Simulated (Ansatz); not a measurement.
Relaxation of C$_{2}$H$_{5}$ClGeS (10 atoms, charge 0, multiplicity 1), to a largest force component of 0.02 eV/Å in at most 50 steps.

Method: Ansatz, RKS B3LYP-D4/def2-SVP.

```xyz
10
Properties=species:S:1:pos:R:3
C -1.074 -1.024 -0.133
Ge 0.483 -0.119 0.523
Cl 2.141 -1.447 0.254
C 0.877 1.517 -0.457
S -0.162 2.557 -0.437
H -1.990 -0.285 -0.008
H -0.971 -1.203 -1.220
H -1.257 -1.904 0.407
H 0.314 0.228 2.071
H -0.817 3.739 -0.714
```

Task: Where does it end, and by what steps?

Result: It converged. After 21 steps the energy has fallen by 3.644 eV; H10 moved furthest, 1.00 Å. The start is strongly strained (largest force component 10 eV/Å).

| step | energy less start (eV) | largest force component (eV/Å) | accepted |
| --- | --- | --- | --- |
| 0 | 0.0000 | 10.279 | yes |
| 1 | -2.1849 | 5.553 | yes |
| 2 | -3.1695 | 1.553 | yes |
| 3 | -3.4328 | 1.620 | yes |
| 4 | -3.5318 | 0.942 | yes |
| 5 | -3.5828 | 0.191 | yes |
| 6 | -3.4912 | 0.724 | no |
| 7 | -3.5938 | 0.075 | yes |
| 8 | -3.6017 | 0.156 | yes |
| 9 | -3.6023 | 0.518 | yes |
| 10 | -3.6191 | 0.140 | yes |
| 11 | -3.6263 | 0.126 | yes |
| 12 | -3.6189 | 0.647 | no |
| 13 | -3.6332 | 0.140 | yes |
| 14 | -3.6348 | 0.394 | yes |
| 15 | -3.6389 | 0.161 | yes |
| 16 | -3.6413 | 0.107 | yes |
| 17 | -3.6428 | 0.039 | yes |
| 18 | -3.6427 | 0.178 | no |
| 19 | -3.6434 | 0.058 | yes |
| 20 | -3.6436 | 0.031 | yes |
| 21 | -3.6436 | 0.016 | yes |

```xyz
10
Properties=species:S:1:pos:R:3
C -1.156 -1.277 -0.112
Ge 0.190 0.001 0.489
Cl 2.172 -0.845 0.111
C 0.156 1.561 -0.714
S 0.155 2.989 0.102
H -2.165 -0.874 0.068
H -1.027 -1.455 -1.189
H -1.046 -2.225 0.433
H 0.124 0.263 2.017
H 0.140 3.920 -0.920
```

Time of the run: 70 s on 2 threads of Intel(R) Xeon(R) Platinum 8488C (Sapphire Rapids), with other jobs on the host, peak memory 0.35 GiB.
